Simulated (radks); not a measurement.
Initial-state core-level shifts of neutral molybdenum when its valence configuration changes from [Kr] 4d5 5s1. Calculated with a radial shooting solver on a logarithmic mesh with Libxc functionals: scalar-relativistic Kohn-Sham, LDA (Slater exchange, Perdew-Wang correlation), spin-polarised, spherical densities, point nucleus; open shells are filled with parallel spins first (spin-orbit coupling, left out, can overturn this in heavy ions). Shifts are changes of the shell-averaged eigenvalues in eV (positive: less bound).

valence              2s      2p      3s      4p
4d6              +1.852  +1.838  +1.836  +1.609
4d4 5s2          -3.340  -3.326  -3.283  -2.960
4d3 5s1 5p2      -9.400  -9.360  -9.248  -8.300
4d5 5s0.5 5p0.5  -0.659  -0.660  -0.670  -0.691
4d3 5s2 5p1      -8.450  -8.414  -8.288  -7.386
4d4 5s1 5p1      -4.445  -4.428  -4.397  -4.043
4d5 5p1          -1.281  -1.283  -1.303  -1.343
4d4 5p2          -5.648  -5.631  -5.616  -5.265
4d5.5 5s0.5      +1.011  +1.003  +1.000  +0.870
